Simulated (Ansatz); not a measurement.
Molecule: C$_{5}$H$_{5}$Se, net charge 0, doublet state. It need not be the lowest isomer of its formula. SMILES: [se]1[c]cc(c1)C
Geometry: optimised at B3LYP-D3(BJ)/def2-TZVP (Ansatz, a program for electronic structure).

Wanted: atomisation energy (electronic, to ground-state atoms), in kcal/mol. Cores are frozen in the correlated levels unless marked. Open shells are spin-unrestricted. No spin-orbit coupling. Frozen are the shells of the preceding noble gas and the d and f shells that filled before the atom's block. No relativistic terms. The coupled-cluster limit lacks core correlation, which all-electron functionals hold. Basis-set limits of correlation are two-point, X^-3; Hartree-Fock from the larger set.

The UHF reference is spin-contaminated (<S^2> 0.41 over the pure value in the largest basis). 

```tsv
level	program	atomisation energy (kcal/mol)
PBE0/STO-3G	Ansatz	1326.0
CAM-B3LYP-D3(BJ)/def2-TZVPD	Ansatz + dftd3	1115.0
B2GP-PLYP-D3(BJ)/def2-TZVPD	Ansatz + dftd3	1104.5
CCSD(T)/CBS(cc-pVTZ,cc-pVQZ)	Ansatz	…
```

### Question
Some entries are withheld; supply them.

### Answer

- CCSD(T)/CBS(cc-pVTZ,cc-pVQZ), atomisation energy (kcal/mol): 1110.3
